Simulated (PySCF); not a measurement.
Predicted microwave data (CAM-B3LYP/def2-SVPD in PySCF (dipole) on a GFN2-xTB geometry, gas phase) for one isomer of C5H6FNSi:

```
Rotational constants : A = 1805, B = 1407, C = 890.9 MHz
Dipole components    : |μa| = 3.24 D, |μb| = 0.49 D, |μc| = 1.20 D
Inertial defect      : -71.88 u·Å²
κ                    : 0.13
```

**Question.** Which candidate fits, each taken in the one conformer that was computed?
A. `[H]/[N:8]=[CH:7]/[C@@H:6]1[Si@H:3]([C:2]#[CH:1])[C@H:4]1[F:5]` with C4–C6–C7–N8 158°
B. `[N:1]#[C:2][C:3](/[CH:4]=[CH:5]\[F:6])=[CH:7]/[SiH3:8]` with C2–C3–C4–C5 -3°
C. `N#CC1=C(F)C[C@H]1[SiH3]`

**Answer.** A. It is [H]/N=C/[C@H]1[C@H](F)[Si@H]1C#C, an asymmetric top, point group C1. The candidates at the same level (rigid rotor, commonest isotopes):

```csv
SMILES,A (MHz),B (MHz),C (MHz),μa (D),μb (D),μc (D),Δ (u·Å²),point group,rotor
N#CC1=C(F)C[C@H]1[SiH3],1978,1453,917.2,2.62,3.83,1.03,-52.36,C1,asymmetric top
N#CC(/C=C\F)=C/[SiH3],2924,985.2,743.4,3.49,3.53,0.04,-5.94,near Cs,asymmetric top
[H]/N=C/[C@H]1[C@H](F)[Si@H]1C#C,1805,1407,890.9,3.24,0.49,1.20,-71.88,C1,asymmetric top
```

`N#CC1=C(F)C[C@H]1[SiH3]` has A 10 % too high; `N#CC(/C=C\F)=C/[SiH3]` has A 62 % too high. No structure here is proved a minimum.
